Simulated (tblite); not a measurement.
A tight-binding relaxation on `S=CC1=CC2=CC=CC2=C1`.

Computed with GFN2-xTB geometry optimisation, gas phase (tblite 0.8.0). Start geometry: from a force field or distance geometry. The input is one job of a driver script: a line of settings, then coordinates in Å.

Input:
```
{"job": {"kind": "relax", "xc": "GFN2-xTB", "basis": "xTB"}, "charge": 0, "multiplicity": 1}
S      4.124400     0.142800     1.008000
C      3.007600    -0.223100    -0.207600
C      1.549400    -0.124400    -0.110700
C      0.729900    -0.440000    -1.156200
C     -0.588800    -0.207300    -0.655400
C     -1.881100    -0.262700    -1.012100
C     -2.664200     0.194400     0.141300
C     -1.848900     0.521900     1.180400
C     -0.531400     0.273000     0.695400
C      0.747000     0.332800     1.048600
H      3.378300    -0.596500    -1.173800
H      0.993200    -0.813400    -2.123400
H     -2.296300    -0.575600    -1.942500
H     -3.739000     0.246100     0.139900
H     -2.138200     0.888200     2.152000
H      1.150400     0.652800     2.004700
```

Output:
```
step      E/eV     max force
  0    -692.66029    2.944
  1    -692.83639    0.674
  2    -692.87478    0.546
  3    -692.88959    0.350
  4    -692.89733    0.298
  5    -692.90540    0.241
  6    -692.90886    0.196
  7    -692.91234    0.130
  8    -692.91423    0.111
  9    -692.91571    0.106
... (9 lines left out)
 19    -692.92545    0.083
 20    -692.92594    0.057
 21    -692.92612    0.037
 22    -692.92622    0.031
 23    -692.92632    0.025
 24    -692.92639    0.017
 25    -692.92643    0.018
 26    -692.92647    0.018
 27    -692.92651    0.019
 28    -692.92653    0.010
```

«max force» is the largest atomic force in eV/Å.

**Question.** From which step on does the largest force stay under 0.1 eV/Å, and how much energy is left to gain from there?

**Answer.** From step 19 (0.083 eV/Å), 1.1 meV above the end.

Main results: energy lowered by 6.1 kcal/mol over 28 steps; largest atomic force 0.010 eV/Å at the end.

**Question.** Give the final coordinates.

**Answer.** 0.067 Å rms from the input after alignment:
```
atom  x, y, z in Å
S1     3.9926    0.1728    1.0683
C2     2.9938   -0.2205   -0.1798
C3     1.5947   -0.1341   -0.1421
C4     0.7169   -0.4522   -1.1622
C5    -0.6056   -0.2107   -0.6807
C6    -1.9291   -0.2589   -1.0087
C7    -2.6869    0.1939    0.1451
C8    -1.8479    0.5134    1.1610
C9    -0.4949    0.2737    0.6901
C10    0.8087    0.3258    1.0295
H11    3.4450   -0.5733   -1.1025
H12    0.9819   -0.8151   -2.1382
H13   -2.3706   -0.5690   -1.9393
H14   -3.7596    0.2562    0.1603
H15   -2.1142    0.8761    2.1356
H16    1.2673    0.6308    1.9522
```

Hardware: one thread, Arm Neoverse V1 (aarch64), shared host with 32 logical CPUs at a one-minute load of 40. Cost: 0.26 s of wall time.
Labels such as C1 count atoms from 1, the log's own numbers from 0.
